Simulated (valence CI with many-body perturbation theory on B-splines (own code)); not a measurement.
K5+: electric-dipole lines

Calculated by configuration interaction combined with many-body perturbation theory (CI+MBPT): four valence electrons over a frozen Dirac-Fock core [Ne], a basis of 11 s, 11 p, 9 d, 7 f, 5 g, 2 h, 1 i functions for each j, with the one-electron correlation potential Σ1, the two-electron term Σ2, the three-electron term Σ3, Breit, model QED; selected CI, second order for the rest, scaled by the run's own slope (own B-spline code, finite nucleus).

Against 25 measured levels this calculation errs by 69 cm⁻¹ on average and by 276 at most. These come from a selection out of Sansonetti, J. Phys. Chem. Ref. Data 37, 7 (2008). Levels without a partner in it may be off by more.

Lines 51 to 100 of 215 in falling wavelength, among levels below 406090 cm⁻¹, chosen from the strongest by gf and those to the six lowest levels. Wavelengths and rates use the calculated energies, so an error of 70 cm⁻¹ moves a line at 626.0 Å by 0.044 % and its rate by three times that or more. Electric multipoles are in the length gauge, E1 and E2 with the static RPA response of the core. Weak lines are less certain than strong ones. Lines between different terms over intervals too small for the method are left out, as are lines whose strength nearly cancels. The highest levels of a list are the least certain.

Names give the largest LS component (configuration and term), which can be under half, so a name can repeat, a term be missing and a line seem to break the LS rules; names also repeat where a configuration has a term twice. Letters in brackets count levels of one name in rising energy.

```tsv
λ vac (Å)	λ from measured levels	Upper	Lower	A (s⁻¹)	S (a.u.) with core polarisation	S without
661.9		3s3p²3d ³D_1 [b]	3s²3p3d ³P°_0	2.67e+08	1.15e-01	1.20e-01
659.6		3s3p²3d ³D_1 [b]	3s²3p3d ³P°_1	2.54e+08	1.08e-01	1.13e-01
659.3		3s3p²3d ³P_1	3s3p³ ³S°_1	3.24e+08	1.37e-01	1.44e-01
659.3		3s3p²3d ³F_3 [b]	3s²3p3d ³P°_2	3.12e+07	3.09e-02	3.25e-02
657.9		3s3p²3d ³D_2 [b]	3s²3p3d ³P°_1	3.58e+08	2.52e-01	2.64e-01
655.6		3s3p²3d ³P_0	3s3p³ ³S°_1	2.94e+08	4.08e-02	4.27e-02
653.0		3s3p²3d ³D_2 [b]	3s²3p3d ³P°_2	1.77e+08	1.22e-01	1.27e-01
628.0		3s3p²3d ³G_4	3s²3p3d ³F°_4	1.05e+08	1.15e-01	1.20e-01
627.3		3s3p²3d ³G_5	3s²3p3d ³F°_4	1.97e+09	2.64e+00	2.75e+00
626.0	625.4	3s3p³ ¹D°_2	3s²3p² ¹D_2	1.35e+09	8.18e-01	8.58e-01
623.0		3s3p²3d ³G_3	3s²3p3d ³F°_3	1.44e+08	1.20e-01	1.25e-01
622.9	623.0	3s3p³ ³P°_1	3s²3p² ³P_2	4.10e+08	1.47e-01	1.53e-01
622.9	623.0	3s3p³ ³P°_2	3s²3p² ³P_2	8.71e+08	5.20e-01	5.43e-01
622.4		3s3p²3d ³G_4	3s²3p3d ³F°_3	1.92e+09	2.05e+00	2.14e+00
619.0		3s3p²3d ³G_3	3s²3p3d ³F°_2	1.91e+09	1.57e+00	1.63e+00
616.1	616.2	3s3p³ ³P°_0	3s²3p² ³P_1	1.17e+09	1.35e-01	1.41e-01
616.0	616.1	3s3p³ ³P°_1	3s²3p² ³P_1	3.56e+08	1.23e-01	1.29e-01
616.0	616.1	3s3p³ ³P°_2	3s²3p² ³P_1	2.36e+08	1.36e-01	1.42e-01
611.7	611.9	3s3p³ ³P°_1	3s²3p² ³P_0	3.82e+08	1.29e-01	1.35e-01
609.3		3p⁴ ³P_2	3s3p³ ³D°_3	1.68e+09	9.39e-01	9.82e-01
608.5		3p⁴ ³P_2	3s3p³ ³D°_2	3.28e+08	1.82e-01	1.91e-01
602.2		3p⁴ ³P_1	3s3p³ ³D°_2	1.49e+09	4.81e-01	5.03e-01
602.0		3p⁴ ³P_1	3s3p³ ³D°_1	5.23e+08	1.69e-01	1.77e-01
599.5		3p⁴ ³P_0	3s3p³ ³D°_1	2.00e+09	2.12e-01	2.22e-01
594.4		3s3p²3d ³D_3	3s²3p3d ³F°_4	7.19e+07	5.22e-02	5.38e-02
590.0		3s3p²3d ³D_2 [a]	3s²3p3d ³F°_3	8.69e+07	4.40e-02	4.54e-02
587.0		3s3p²3d ³D_1 [a]	3s²3p3d ³F°_2	1.32e+08	3.97e-02	4.09e-02
571.2	571.6	3s3p³ ³S°_1	3s²3p² ¹S_0	5.36e+07	1.48e-02	1.56e-02
568.6	568.4	3s3p³ ¹D°_2	3s²3p² ³P_2	1.02e+06	4.64e-04	4.88e-04
562.8	562.6	3s3p³ ¹D°_2	3s²3p² ³P_1	3.39e+06	1.49e-03	1.55e-03
553.8	554.1	3s3p³ ¹P°_1	3s²3p² ¹S_0	1.09e+09	2.74e-01	2.87e-01
542.9		3s3p²3d ³F_3 [b]	3s²3p3d ³F°_4	6.06e+07	3.35e-02	3.55e-02
540.9		3s3p²3d ³F_2 [b]	3s²3p3d ³F°_3	1.20e+08	4.68e-02	4.93e-02
539.7		3s3p²3d ³F_4 [b]	3s²3p3d ³F°_4	1.24e+09	8.63e-01	9.03e-01
538.7		3s3p²3d ³F_3 [b]	3s²3p3d ³F°_3	1.26e+09	6.81e-01	7.12e-01
537.9		3s3p²3d ³F_2 [b]	3s²3p3d ³F°_2	1.47e+09	5.65e-01	5.91e-01
535.7		3s3p²3d ³F_3 [b]	3s²3p3d ³F°_2	1.17e+08	6.20e-02	6.49e-02
535.6		3s3p²3d ³F_4 [b]	3s²3p3d ³F°_3	8.18e+07	5.58e-02	5.85e-02
534.5		3s3p²3d ³D_2 [b]	3s²3p3d ³F°_3	5.68e+08	2.14e-01	2.19e-01
532.6		3s3p²3d ³D_1 [b]	3s²3p3d ³F°_2	6.25e+08	1.40e-01	1.43e-01
504.2		3s²3p3d ³F°_2	3s²3p² ¹D_2	1.05e+07	3.32e-03	3.45e-03
501.6		3s²3p3d ³F°_3	3s²3p² ¹D_2	3.17e+06	1.38e-03	1.41e-03
501.2	501.7	3s3p³ ³S°_1	3s²3p² ¹D_2	4.21e+08	7.84e-02	8.15e-02
487.7	488.1	3s3p³ ¹P°_1	3s²3p² ¹D_2	1.14e+10	1.95e+00	2.03e+00
487.2		3p⁴ ³P_2	3s3p³ ⁵S°_2	6.69e+05	1.91e-04	1.98e-04
487.1		3s3p²3d ³P_2	3s3p³ ³P°_2	1.76e+09	5.01e-01	5.23e-01
487.1		3s3p²3d ³P_2	3s3p³ ³P°_1	6.36e+08	1.81e-01	1.89e-01
483.6		3s3p²3d ³P_1	3s3p³ ³P°_2	1.51e+09	2.52e-01	2.63e-01
483.6		3s3p²3d ³P_1	3s3p³ ³P°_1	5.45e+08	9.12e-02	9.52e-02
483.5		3s3p²3d ³P_1	3s3p³ ³P°_0	8.86e+08	1.48e-01	1.55e-01
```
